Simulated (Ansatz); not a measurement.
GeH5Sn (`[GeH3][SnH2]`) radical, relaxed with UKS PBE-D4/def2-SVP in Ansatz 0.2.0 from a rough embedded geometry. The force threshold is 0.03 eV/Å; the program also tests the step.

Total charge 0; spin multiplicity 2. Sn: def2 effective core potential.

Start:

```xyz
7

Ge   -0.672   -0.601    0.611
Sn    0.559    1.280   -0.671
H    -0.862   -0.293    2.045
H    -2.034   -0.782   -0.055
H     0.103   -1.964    0.417
H     0.727    0.875   -2.384
H     2.178    1.485    0.038
```

Q: By how much does the energy fall, and how many steps does the optimiser take? (Estimate.)

A: Ansatz gave: 0.09 eV, in 3 steps.

Q: Which bonds change most? (Best estimate.)

A: Ansatz gave: Ge1–H3 from 1.480 to 1.552 Å; Ge1–Sn2 from 2.587 to 2.642 Å; Sn2–H7 from 1.780 to 1.748 Å; Ge1–H4 from 1.527 to 1.552 Å.

Q: Give the relaxed structure. (Best estimate.)

A: Ansatz gave: 
```xyz
7

Ge   -0.690   -0.640    0.576
Sn    0.589    1.305   -0.674
H    -0.856   -0.293    2.079
H    -2.099   -0.824   -0.047
H     0.078   -1.989    0.461
H     0.779    0.927   -2.369
H     2.199    1.513   -0.025
```
